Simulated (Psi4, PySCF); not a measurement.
PySCF was given this input:
```python
from pyscf import gto, scf, cc

mol = gto.Mole()
mol.atom = '''
    C    -0.00149191    0.04693566   -1.12182869
    Cl    0.00086957   -0.02735682    0.65386656
    H    -0.03217621    1.09066645   -1.41847283
    H     0.90554001   -0.42739850   -1.48323349
    H    -0.87919504   -0.47981606   -1.48305307
'''
mol.basis = '6-31g**'
mol.verbose = 4
mol.build()

mf = scf.RHF(mol)
mf.kernel()

mycc = cc.CCSD(mf, frozen=6)
mycc.kernel()
et = mycc.ccsd_t()
print('E(CCSD(T)) = %.10f' % (mycc.e_tot + et))
```

Problem. Convert this to an input for Psi4.

Solution. One answer among several that fit: 
```
memory 2 GB

molecule {
0 1
C    -0.00149191    0.04693566   -1.12182869
Cl    0.00086957   -0.02735682    0.65386656
H    -0.03217621    1.09066645   -1.41847283
H     0.90554001   -0.42739850   -1.48323349
H    -0.87919504   -0.47981606   -1.48305307
}

set {
  basis 6-31g**
  freeze_core true
  mp2_type conv
  scf_type pk
  puream true
  d_convergence 1e-8
}

energy('ccsd(t)')
print_variables()
```

Both were run: PySCF gave -499.410139 Eh and Psi4 -499.410138 Eh, 0.000 mEh apart.
